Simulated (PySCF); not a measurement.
# Electron correlation in Sm⁶⁰⁺ (samarium, charge +60)

1s2, closed-shell 1S. All numbers are calculated (PySCF 2.14, the non-relativistic Hamiltonian (point nucleus), in an even-tempered Gaussian basis (15 s from 150 bohr⁻², ratio 2.2; 7 p from 230 bohr⁻², ratio 2.4; 4 d from 690 bohr⁻², ratio 2.4; 3 f from 1000 bohr⁻², ratio 2.4; 3 g from 1500 bohr⁻², ratio 2.4)). Frozen: nothing; 2 electrons correlated; the 11 highest virtual orbitals of each spin left out.

With two correlated electrons CCSD is exact within the correlated space (frozen core and kept virtual orbitals).

| level | correlation energy (mhartree) |
| --- | --- |
| CCSD | -45.81 |

Diagnostics: T1 = 5.6e-07, D1 = 0.0000, largest double amplitude 0.001.

Task: Is a single reference adequate?

Result: Yes, within this model without spin-orbit coupling: T1 lies below 0.03 and no double amplitude reaches 0.07.

At this charge a non-relativistic calculation is a model, useful for the Z dependence of the correlation energy.
